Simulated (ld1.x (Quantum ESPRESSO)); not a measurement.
# sulfur (S): variants of one PAW potential

Base potential:

| Property | Result |
| --- | --- |
| Element | S |
| Generator | ld1.x (Quantum ESPRESSO) 7.5 |
| Type | PAW |
| Functional | PBE |
| Relativity | scalar-relativistic |
| Frozen core | [Ne] |
| Valence charge | 6 |
| Reference configuration | 3s2 3p2 (charge +2) |
| Partial waves | 3s (bound): rcut 1.05, rcutus 1.40 bohr; 3s channel at -2.6 Ry: rcut 1.05, rcutus 1.40 bohr; 3p (bound): rcut 1.25, rcutus 1.65 bohr; 3p channel at -1.7 Ry: rcut 1.25, rcutus 1.65 bohr |
| Local potential | all-electron potential smoothed inside 1.15 bohr (lloc = -1) |
| Core correction | Bessel-smoothed model core inside 1.30 bohr |
| Augmentation charge | PSQ, inside the norm-conserving radii |

Cutoffs, loose and tight: the cutoffs (Ry, on a coarse ladder) from which the occupation-weighted sum of valence levels, in a spherical-Bessel basis at the reference potential, stays within 10 and 1 mRy of its value at 400 Ry. They do not see the model core or the augmentation charge, which bear on the density cutoff. Test errors are all-electron minus pseudo excitation energies from the reference, over the configurations 3s2 3p4; 3s2 3p3; 3s2 3p1; 3s2 3p0; 3s0 3p6; 3s1 3p4; 3s2 3p4.3. A dash means not determined; rows that change the core or the reference have their own tests.

| change | outcome | cutoff, loose | cutoff, tight | bound ghosts | largest test error (meV) |
| --- | --- | --- | --- | --- | --- |
| base | generated | 21 Ry | 35 Ry | none | -51 |
| type ultrasoft; local potential all-electron potential smoothed inside 1.50 bohr (lloc = -1); augmentation built from norm-conserving waves at rcut, not smoothed further | generated | 21 Ry | 35 Ry | none | +59 |
| wave 3s channel at -2.6 Ry: rcut 1.05, rcutus 1.40 bohr becomes 3s channel at -1.97 Ry: rcut 1.05, rcutus 1.40 bohr | generated | 21 Ry | 35 Ry | none | -53 |
| waves 3p (bound): rcut 1.25, rcutus 2.04 bohr; 3p channel at -1.7 Ry: rcut 1.25, rcutus 2.04 bohr | generated | 18 Ry | 35 Ry | none | -51 |
| augmentation PSQ, radius 0.95 bohr | generated | 21 Ry | 35 Ry | none | -51 |
| waves 3s (bound): rcut 1.05, rcutus 1.78 bohr; 3s channel at -2.6 Ry: rcut 1.05, rcutus 1.78 bohr | generated | 18 Ry | 30 Ry | none | -39 |
| local potential all-electron potential smoothed inside 1.30 bohr (lloc = -1) | generated | 21 Ry | 35 Ry | none | -51 |
| non-relativistic | generated | 21 Ry | 35 Ry | none | -50 |
| local potential all-electron potential smoothed inside 1.48 bohr (lloc = -1) | generated | 21 Ry | 35 Ry | none | -52 |
| core correction Bessel-smoothed model core inside 1.70 bohr | generated | 21 Ry | 35 Ry | none | -33 |

(1) What comes out with this change to the base: all radii but the core radius scaled by about 1.13 (s 1.58, p 1.86 bohr, rcut 1.18/1.40); local potential all-electron potential smoothed inside 1.30 bohr (lloc = -1)?

## Answers

(1) outcome: generated; cutoff, loose: 18 Ry; cutoff, tight: 25 Ry; bound ghosts: none; largest test error (meV): -48.
